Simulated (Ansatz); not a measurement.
Isolated molecules relaxed with PBE0-D4/def2-TZVP in Ansatz; ΔE leaves out vibrations. CBS: MP2 limit from def2 TZ/QZ plus the TZ coupled-cluster correction, frozen cores. Each species was taken in one conformer, which may not be the lowest.

Reaction (ligand exchange at the Si–N bond): `C=C[SiH](Cl)N[SiH2]Cl` + `CC(N)=O` → `CC(=O)N[SiH2]Cl` + `C=C[SiH](N)Cl`

| species | MP2/CBS(def2) energy (Eh) |
| --- | --- |
| `C=C[SiH](Cl)N[SiH2]Cl` | -1632.75980 |
| `CC(N)=O` | -208.95006 |
| `CC(=O)N[SiH2]Cl` | -958.44896 |
| `C=C[SiH](N)Cl` | -883.25984 |

(1) Work out ΔE.

Largest T1 diagnostic among the species: 0.014.

Answers

(1) ΔE = (-958.44896) + (-883.25984) − (-1632.75980) − (-208.95006) = 0.00106 Eh = +2.8 kJ/mol. CCSD(T)/CBS gives +1.5 kJ/mol.

The D4 term adds +4.6 kJ/mol with B3LYP and +3.2 kJ/mol with PBE0; it sums over pairs of atoms, weighted by their polarisabilities, and B3LYP, whose exchange is more repulsive, gets the larger term.

B3LYP here is the variant with VWN-RPA as its local correlation; programs differ in this.
